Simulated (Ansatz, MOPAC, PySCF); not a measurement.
Dimer: HI (SMILES I) (first 2 atoms) with H4OSi (SMILES O[SiH3]); geometry from B3LYP-D3(BJ)/def2-TZVP, rigid monomers moved along the line of their centres of mass till H2···O3 is 2.32 Å.
(charge 0, multiplicity 1):
```xyz
8

I     -0.423    -1.170    -0.633
H     -0.576    -0.960     0.973
O     -0.638    -0.452     3.233
Si     0.215     0.805     3.908
H     -1.235    -0.965     3.783
H     -0.702     1.823     4.474
H      1.002     1.374     2.800
H      1.107     0.320     4.987
```

Interaction energies are E(AB) − E(A) − E(B) at the monomers' geometry in the complex; basis-set methods are counterpoise corrected. Rows marked so take none.

Frozen-core correlation. Filled d and f shells under p-block atoms count as core. CBS(a, b) extrapolates the correlation energy as X⁻³ and adds the Hartree–Fock energy of set b. Rows in 3-21G, LANL2DZ, STO-3G carry no dispersion term and start afresh at each structure; the Pople sets are all-electron and without relativity. LANL2DZ brings its own core potentials from Na on. The state reached by AM1, PM3, PM6, PM7 isn't checked; PM7 holds dispersion and hydrogen-bond terms.

The values were computed with Ansatz (Gaussian orbitals); MOPAC for AM1, PM3, PM6, PM7 (differences of heats of formation); PySCF for 3-21G rows, LANL2DZ rows, STO-3G rows, the dispersion terms.  In def2 rows elements past Kr take small-core potentials, without spin–orbit coupling.

Other levels give for the interaction energy: PBE/def2-TZVPPD -2.51; B3LYP/def2-TZVPPD -1.87; B3LYP-D3(BJ)/def2-TZVPPD -3.25; wB97M-V/def2-TZVPPD -2.84; MP2/CBS(def2-SVPD, def2-TZVPPD) + ΔCCSD(T)/def2-SVPD -2.71 kcal/mol.

Common cheap choices:

| level | interaction energy (kcal/mol) |
|---|---|
| AM1 | -2.31 |
| PM3 | -1.46 |
| PM6 | -2.62 |
| PM7 | -4.57 |
| HF/STO-3G (no counterpoise) | -3.00 |
| HF/3-21G (no counterpoise) | -3.89 |
| B3LYP/3-21G (no counterpoise) | -5.35 |
| B3LYP/LANL2DZ (no counterpoise) | -3.97 |

Ansatz is a program for electronic structure.
